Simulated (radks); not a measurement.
Q: Kr II, configuration [Ar] 3d10 4s2 4p5. Method: Dirac Kohn-Sham, Slater X-alpha with alpha = 0.875, spin-unpolarised, spherical densities, finite nucleus; open shells fill j = l - 1/2 first; Fermi nuclear charge, rms radius 4.1884 fm; computed with a radial shooting solver on a logarithmic mesh with Libxc functionals.

Spin-orbit splittings of the eigenvalues, e(l+1/2) - e(l-1/2), with zeta = 2 splitting/(2l+1) and mean radii in bohr:

| shell | occ. | splitting (eV) | zeta (eV) | <r> j=l-1/2 | <r> j=l+1/2 |
|---|---|---|---|---|---|
| 2p | 6 | 54.60 | 36.40 | 0.1566 | 0.1606 |
| 3p | 6 | 8.125 | 5.416 | 0.5286 | 0.5389 |
| 3d | 10 | ? | ? | 0.5435 | 0.5473 |
| 4p | 5 | 0.7837 | 0.5225 | 1.748 | 1.783 |

Estimate the 3d splitting.

A: 1.365 eV (zeta = 0.5460 eV).
